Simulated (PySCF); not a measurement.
KCl, SMILES [Cl][K]. Atoms are numbered in the order given.

```xyz
2

K      0.0000     0.0000    -1.2754
Cl     0.0000     0.0000     1.4255
```
Charge 0, spin multiplicity 1.

The structure is a stationary point at PBE-D3(BJ)/def2-TZVPD.

Calculation: PBE-D3(BJ)/def2-TZVPD (PySCF).

Frequencies are harmonic and unscaled.

Give all harmonic wavenumbers and intensities. (Estimate from the structure and the level; the computed values follow.)


```csv
mode,ν (cm⁻¹),IR (km/mol),moving atoms (share of kinetic energy)
1,265,51.2,"Cl 52 %, K 48 %"
```
